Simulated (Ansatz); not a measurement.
**Molecular dynamics of C₃H₆OSi**

Input file:

```yaml
crystal:
  periodic: [false, false, false]
  atoms:
    - { symbol: C, position_ang: [-1.552018, -1.016285, -0.498644] }
    - { symbol: O, position_ang: [-0.823174, -0.859093, 0.769211] }
    - { symbol: C, position_ang: [0.259203, 0.004164, 0.594536] }
    - { symbol: C, position_ang: [1.224516, 0.491815, 1.379623] }
    - { symbol: Si, position_ang: [1.366358, 1.099697, -0.303733] }
    - { symbol: H, position_ang: [-2.382196, -1.714132, -0.296441] }
    - { symbol: H, position_ang: [-0.90908, -1.441586, -1.292765] }
    - { symbol: H, position_ang: [-1.968542, -0.054735, -0.854968] }
    - { symbol: H, position_ang: [1.551977, 0.428225, 2.413918] }
    - { symbol: H, position_ang: [0.955291, 2.430955, -0.667974] }
    - { symbol: H, position_ang: [2.342965, 0.573975, -1.222263] }
basis:
  gaussian: { orbitals: STO-3G }
hamiltonian:
  xc: cam_b3lyp
  dispersion: d4
md:
  timestep: 1.0
  n_steps: 561
  ensemble: nvt_nose_hoover
  temperature: 700.0
  initial_velocities: maxwell_boltzmann
  seed: 58432
  nose_hoover: { tau: 20.0, chain_length: 3 }
  temperature_schedule:
    - { n_steps: 140, end_temperature: 700.0 }
    - { n_steps: 420, end_temperature: 1400.0 }
```

Command:

```bash
$ ansatz run input.yaml --threads 1 --pin off --max-ram 2048MiB --backend cpu --events-out ev --progress --plain --runs-dir out
```

It starts from a relaxed structure.

Output, in part (step lines, the closing report, with atoms numbered from 0):

```
md step     0: t =     0.00 fs  T =   700.0 K (target 700.0 K)  F+E_penalty+E_count = -12969.05654795 eV  E_kin = 0.814338 eV  conserved = -12968.24220996 eV  (24 SCF iters)
[... lines left out ...]
Total energy: -12967.65191020 eV, -476.5524179098 hartree
Atom 0 at    -1.442722    -0.850877    -0.587918 Å, force     0.283812    -1.259309    -2.603335 eV/Å
Atom 1 at    -0.816763    -0.948360     0.724604 Å, force     2.073417     1.344727     1.154454 eV/Å
Atom 2 at     0.338591    -0.091691     0.750199 Å, force     0.824075     1.394352     0.284290 eV/Å
Atom 3 at     1.394385     0.498921     1.418547 Å, force    -1.990421    -0.291204     1.218085 eV/Å
Atom 4 at     1.222250     1.105210    -0.309340 Å, force     0.185816    -2.700955     2.422386 eV/Å
Atom 5 at    -2.510530    -0.851326    -0.346817 Å, force    -0.637756    -0.166585    -0.319958 eV/Å
Atom 6 at    -1.189186    -1.843901    -1.213643 Å, force    -0.596942     2.557877     1.289221 eV/Å
Atom 7 at    -1.239032     0.098916    -1.239983 Å, force     0.074658    -1.800545     1.441134 eV/Å
Atom 8 at     1.782885     0.708133     2.507779 Å, force    -0.735863    -0.882474    -2.653487 eV/Å
Atom 9 at     0.601200     2.223852    -0.792218 Å, force    -0.841063     1.881234    -0.628391 eV/Å
Atom 10 at     1.786075     0.236837    -1.226248 Å, force     1.360266    -0.077119    -1.604401 eV/Å
Dipole moment:    -0.071199     0.242477    -0.312481 e Å
```

The steps, from the saved trajectory:

```csv
time (fs),T (K),potential energy less start (eV),conserved less start (meV/atom)
0.0,700,0.000,0.00
18.0,533,0.372,1.27
36.0,412,0.862,3.74
54.0,556,0.898,3.96
72.0,923,0.710,2.98
90.0,919,0.929,1.57
108.0,712,1.395,5.23
126.0,626,1.498,5.14
144.0,523,1.020,3.47
162.0,657,0.619,1.54
180.0,719,0.589,1.64
198.0,646,1.023,5.12
216.0,733,1.375,3.74
234.0,1097,0.995,3.38
252.0,976,0.623,1.71
270.0,533,0.766,2.39
288.0,690,0.783,2.58
306.0,1013,0.865,3.24
324.0,1221,0.927,2.71
342.0,1048,1.425,4.16
360.0,991,1.626,8.28
378.0,1192,0.889,3.17
396.0,837,0.694,1.49
414.0,629,0.989,1.76
432.0,882,1.115,4.73
450.0,1171,1.144,4.88
468.0,959,1.717,4.71
486.0,1379,1.750,3.80
504.0,1458,2.111,8.72
522.0,1512,1.829,2.62
540.0,1479,1.490,6.50
558.0,1197,1.723,6.63
```

The run went to its last step. The conserved energy wandered by up to 10.2 meV per atom (net 3.4 meV per atom), which is poor conservation. The schedule's set-point averaged 1168 K over the second half and the system 1089 K. A run of 0.56 ps of so small a system gives no equilibrium averages. Limits of this set-up: minimal basis.

The same pairs are bonded in the first frame and the last. Pairs count as bonded within 1.25 times the sum of covalent radii (0.12 Å more for H–H).

Last frame:

```xyz
11
Properties=species:S:1:pos:R:3
C -1.443 -0.851 -0.588
O -0.817 -0.948 0.725
C 0.339 -0.092 0.750
C 1.394 0.499 1.419
Si 1.222 1.105 -0.309
H -2.510 -0.851 -0.347
H -1.189 -1.844 -1.214
H -1.239 0.099 -1.240
H 1.783 0.708 2.508
H 0.601 2.224 -0.792
H 1.786 0.237 -1.226
```

Run time: 20 min on 1 thread of Arm Neoverse V2, with other jobs on the host, peak memory 0.1 GiB.
